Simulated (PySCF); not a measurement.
Method: PySCF, PBE, basis Se def2-SVP, S def2-SVP, Br def2-SVP (no relativity, density fitting).

```xyz
4
charge 0 multiplicity 1, angstrom
Se   -0.2594   -0.4493   -0.6559
S    -1.2105   -2.0967    0.0973
Br    2.0080   -0.2895    0.3124
Br   -1.2548    1.5942    0.3124
```

SeSBr₂ (singlet), along the line from Se1 (at 0) through S2 (at 2.046 Å).

Question: Tabulate the fields along this line at -0.61, -0.51, -0.41, -0.31, -0.20, -0.10, 0.10, 0.20, 0.31, 0.41, 0.51, 0.61, 0.72, 0.82, 0.92, 1.02, 1.13, 1.23, 1.33, 1.43, 1.53, 1.64, 1.74, 1.84, 1.94, 2.15, 2.25, 2.35, 2.46, 2.56, 2.66, 2.76, 2.86, 2.97, 3.07, 3.17, 3.27 Å.

Answer: 
```tsv
distance (Å)	electron density (e/Å³)	electron localisation function	electrostatic potential (V)
-0.61	2.11	0.18	59.6
-0.51	5.03	0.314	92.1
-0.41	15.2	0.622	154
-0.31	47.2	0.777	297
-0.20	108	0.523	718
-0.10	587	0.683	2400
0.10	586	0.682	2400
0.20	108	0.527	718
0.31	47.4	0.779	297
0.41	15.2	0.623	155
0.51	4.98	0.293	93.4
0.61	2.13	0.149	61.2
0.72	1.39	0.254	42
0.82	1.15	0.492	30.1
0.92	1.05	0.658	23.3
1.02	1.03	0.737	20.4
1.13	1.05	0.76	21
1.23	1.12	0.728	25.4
1.33	1.19	0.569	34.5
1.43	1.29	0.235	49.9
1.53	1.65	0.0772	75
1.64	3.84	0.191	117
1.74	15.5	0.761	200
1.84	61.1	0.854	412
1.94	178	0.267	1280
2.15	180	0.271	1280
2.25	61.7	0.856	411
2.35	15.5	0.748	198
2.46	3.83	0.184	116
2.56	1.63	0.0929	73.3
2.66	1.17	0.293	47.7
2.76	0.937	0.667	31.5
2.86	0.719	0.82	21
2.97	0.52	0.842	14.2
3.07	0.361	0.822	9.7
3.17	0.244	0.774	6.73
3.27	0.164	0.694	4.74
```

On a grid of 0.10 Å the density has a local minimum along the bond near 1.02 Å from Se, at 1.03 e/Å³, where the ELF is 0.74.
